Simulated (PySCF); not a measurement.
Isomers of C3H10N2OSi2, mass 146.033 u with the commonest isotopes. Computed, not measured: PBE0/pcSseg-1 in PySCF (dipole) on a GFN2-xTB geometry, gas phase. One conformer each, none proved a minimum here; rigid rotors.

Question: Order these by rotational constant B, smallest first.
A. `[CH3:1][Si@@H:2]1[NH:3][CH2:4][SiH2:5][N:6]1[CH:7]=[O:8]` with Si5–N6–C7–O8 0°, C1–Si2–N3–C4 -139°, Si2–N3–C4–Si5 23°, N3–C4–Si5–N6 -13°, C4–Si5–N6–C7 -179°
B. `[CH2:1]=[N:2][C:3](=[CH2:4])[O:5][SiH2:6][NH:7][SiH3:8]` with C1–N2–C3–C4 -44°, N2–C3–O5–Si6 2°, C3–O5–Si6–N7 -177°, O5–Si6–N7–Si8 -176°
C. `[CH3:1][O:2][Si@@H:3]([CH2:4][C:5]#[N:6])[SiH2:7][NH2:8]` with C1–O2–Si3–C4 -179°, O2–Si3–C4–C5 169°, O2–Si3–Si7–N8 -168°, Si3–Si7–N8–H 56° and -79°
D. `[CH2:1]=[N:2][SiH2:3][Si@H:4]([N:5]=[CH2:6])[O:7][CH3:8]` with C1–N2–Si3–Si4 -116°, N2–Si3–Si4–N5 -118°, Si3–Si4–N5–C6 100°, Si3–Si4–O7–C8 166°

Answer: B (575.1 MHz), D (835.4 MHz), C (1045 MHz), A (1391 MHz).

Question: Order these by radius of gyration √(Σ m r²/M), smallest first.
A. `[CH3:1][Si@@H:2]1[NH:3][CH2:4][SiH2:5][N:6]1[CH:7]=[O:8]` with Si5–N6–C7–O8 0°, C1–Si2–N3–C4 -139°, Si2–N3–C4–Si5 23°, N3–C4–Si5–N6 -13°, C4–Si5–N6–C7 -179°
B. `[CH2:1]=[N:2][C:3](=[CH2:4])[O:5][SiH2:6][NH:7][SiH3:8]` with C1–N2–C3–C4 -44°, N2–C3–O5–Si6 2°, C3–O5–Si6–N7 -177°, O5–Si6–N7–Si8 -176°
C. `[CH3:1][O:2][Si@@H:3]([CH2:4][C:5]#[N:6])[SiH2:7][NH2:8]` with C1–O2–Si3–C4 -179°, O2–Si3–C4–C5 169°, O2–Si3–Si7–N8 -168°, Si3–Si7–N8–H 56° and -79°
D. `[CH2:1]=[N:2][SiH2:3][Si@H:4]([N:5]=[CH2:6])[O:7][CH3:8]` with C1–N2–Si3–Si4 -116°, N2–Si3–Si4–N5 -118°, Si3–Si4–N5–C6 100°, Si3–Si4–O7–C8 166°

Answer: A (2.034 Å), C (2.275 Å), D (2.348 Å), B (2.592 Å).

Question: Order these by rotational constant C, smallest first.
A. `[CH2:1]=[N:2][SiH2:3][Si@H:4]([N:5]=[CH2:6])[O:7][CH3:8]` with C1–N2–Si3–Si4 -116°, N2–Si3–Si4–N5 -118°, Si3–Si4–N5–C6 100°, Si3–Si4–O7–C8 166°
B. `[CH3:1][O:2][Si@@H:3]([CH2:4][C:5]#[N:6])[SiH2:7][NH2:8]` with C1–O2–Si3–C4 -179°, O2–Si3–C4–C5 169°, O2–Si3–Si7–N8 -168°, Si3–Si7–N8–H 56° and -79°
C. `[CH3:1][Si@@H:2]1[NH:3][CH2:4][SiH2:5][N:6]1[CH:7]=[O:8]` with Si5–N6–C7–O8 0°, C1–Si2–N3–C4 -139°, Si2–N3–C4–Si5 23°, N3–C4–Si5–N6 -13°, C4–Si5–N6–C7 -179°
D. `[CH2:1]=[N:2][C:3](=[CH2:4])[O:5][SiH2:6][NH:7][SiH3:8]` with C1–N2–C3–C4 -44°, N2–C3–O5–Si6 2°, C3–O5–Si6–N7 -177°, O5–Si6–N7–Si8 -176°

Answer: D (520.5 MHz), A (669.1 MHz), B (687.5 MHz), C (871.5 MHz).

| SMILES | point group | Ia (u·Å²) | Ib (u·Å²) | Ic (u·Å²) | κ | μa (D) | μb (D) | μc (D) |
| --- | --- | --- | --- | --- | --- | --- | --- | --- |
| C[Si@@H]1NC[SiH2]N1C=O | C1 | 265.26 | 363.33 | 579.91 | 0.01 | 4.04 | 1.18 | 0.26 |
| CO[Si@@H](CC#N)[SiH2]N | C1 | 292.55 | 483.64 | 735.10 | -0.31 | 3.81 | 0.11 | 0.58 |
| C=NC(=C)O[SiH2]N[SiH3] | C1 | 112.22 | 878.74 | 970.94 | -0.97 | 1.60 | 0.35 | 0.76 |
| C=N[SiH2][Si@H](N=C)OC | C1 | 250.25 | 604.94 | 755.32 | -0.75 | 0.32 | 0.16 | 1.39 |
